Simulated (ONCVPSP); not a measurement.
Building the ONCV potential for carbon (C) (PBE, scalar-relativistic).

ONCVPSP 4.0.1 input, shortened (lines: element, Z, core and valence counts, functional; n l f; lmax; l rc ep ncon nbas qcut; lloc lpopt rc5 dvloc0; l nproj debl; icmod fcfact rcfact), PBE, scalar-relativistic:

```
  C 6.00    1    2        4      upf
    1    0    2.00
    2    0    2.00
    2    1    1.75
    2
    0    1.20    0.00    4    8    5.90
    1    1.45    0.00    4    7    6.30
    2    1.15    0.34    4    8    8.10
    4    5    1.10    2.00
    0    3    1.40
    1    2    3.10
    2    2    3.60
    3    2.00    1.50
```

Task: Does the generator finish with these settings?

Result: Yes, a potential is produced and its reference levels are reproduced.

Task: Estimate the cutoffs (Ha) at which the residual kinetic energy of the hardest occupied pseudo-wave falls to 1 and 0.1 mHa per electron.

Result: 20 Ha and 89 Ha.

Task: Does the potential have ghost states?

Result: No bound ghost flagged; GHOST(+) flags only above 600 eV.

Task: Tests: 2s2 2p2; 2s2 2p1; 2s2 2p0; 2s2 2p1.5. Which has the largest error in its energy relative to the reference configuration, and how large is it?

Result: 2s2 2p0, with +135 meV (all-electron minus pseudo) on +33.38 eV.
